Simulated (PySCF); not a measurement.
C₆H₁₀FNSi₂: full NMR table

```yaml
Formula: C6H10FNSi2
SMILES: Fc1cc(N[SiH3])ccc1[SiH3]
InChI: InChI=1S/C6H10FNSi2/c7-5-3-4(8-10)1-2-6(5)9/h1-3,8H,9-10H3
Point_group_of_the_computed_structure: C1
Degrees_of_unsaturation: 4
Carbon_signals: 6
Proton_signals: 6
```

Structure with atom numbers: `[F:1][c:2]1[cH:3][c:4]([NH:5][SiH3:6])[cH:7][cH:8][c:9]1[SiH3:10]` (H(Xn): hydrogen on atom n).

Computed data (PySCF 2.14.0 with density-fitted response routines): GFN2-xTB structure, shielding tensors at PBE0/pcSseg-1 (GIAO). Equivalent nuclei averaged, no solvent, single conformer, no relativistic terms.

Shifts are taken against calculated references (same method and geometry level): ¹H (σref 31.72) and ¹³C (σref 186.93) and ²⁹Si (σref 349.16) against TMS; CFCl3 for ¹⁹F (σref 170.95); ¹⁵N (σref 267.73) against NH3.

| carbon | δC, type | δH (multiplicity) | HMBC from (2–3 bonds) | span of the C tensor (ppm) |
| --- | --- | --- | --- | --- |
| C2 | 178.7, C | – | H(C8), H(C3), H(Si10) | 163 |
| C3 | 102.5, CH | 6.49 (m) | H(C7) | 148 |
| C4 | 156.5, C | – | H(C8), H(C3), H(C7), H(Si6) | 202 |
| C7 | 116.3, CH | 6.47 (d) | H(C8), H(C3) | 174 |
| C8 | 143.5, CH | 7.51 (m) | H(C7), H(Si10) | 231 |
| C9 | 108.7, C | – | H(C8), H(C3), H(C7), H(Si10) | 172 |

Other nuclei:
```json
{"atoms": "H(Si6)", "nucleus": "¹H", "environment": "hydrogen on a silicon bonded to N", "δ (ppm)": "4.81", "σ (ppm)": "26.91"}
{"atoms": "H(Si10)", "nucleus": "¹H", "environment": "hydrogen on a silicon bonded to C", "δ (ppm)": "4.51", "σ (ppm)": "27.21"}
{"atoms": "H(N5)", "nucleus": "¹H", "environment": "hydrogen on an aniline-type nitrogen", "δ (ppm)": "3.33", "σ (ppm)": "28.39"}
{"atoms": "F1", "nucleus": "¹⁹F", "environment": "aryl fluorine", "δ (ppm)": "-103.7", "σ (ppm)": "274.6"}
{"atoms": "Si6", "nucleus": "²⁹Si", "environment": "silicon bonded to N, 3 H", "δ (ppm)": "-64.5", "σ (ppm)": "413.6"}
{"atoms": "Si10", "nucleus": "²⁹Si", "environment": "silicon bonded to C, 3 H", "δ (ppm)": "-76.2", "σ (ppm)": "425.3"}
{"atoms": "N5", "nucleus": "¹⁵N", "environment": "aniline-type nitrogen", "δ (ppm)": "68.9", "σ (ppm)": "198.8"}
```

Carbon types of the structure: 3 × C, 3 × CH, leaving 7 H on heteroatoms. δC 178.7: aromatic carbon bearing fluorine; the electronegative substituent deshields the carbon that carries it. δC 156.5: aromatic carbon bearing nitrogen; an ipso carbon deshielded by its heteroatom. δC 143.5, 116.3, 102.5: aromatic CH. δC 108.7: substituted aromatic carbon. δH 3.33: hydrogen on an aniline-type nitrogen; exchangeable; this is the value without hydrogen bonding to other molecules.

OH/NH shifts are gas-phase values; hydrogen bonding in solution moves them, usually downfield. Splittings by ¹⁹F in the carbon and heteronuclear signals aren't shown, as no couplings were computed. Shifts are as computed. Against solution values, carbons near 30 ppm lie about +3 ppm off and those near 130 ppm about +5 ppm. Of 1309 compounds with measured shifts, 239 miss one by over three times the rms of a fit or turn the order of signals round; such compounds aren't used in these exercises. Unscaled 19F shifts against computed CFCl3 carry errors that often reach 10 to 50 ppm. Experimental scales use liquid or dissolved standards, which lie at an offset from isolated NH3 (liquid NH3: subtract about 20 ppm). Multiplicities follow the n + 1 count of equivalent neighbours, as no J values were calculated; m marks all less simple cases, F and P coupling included.
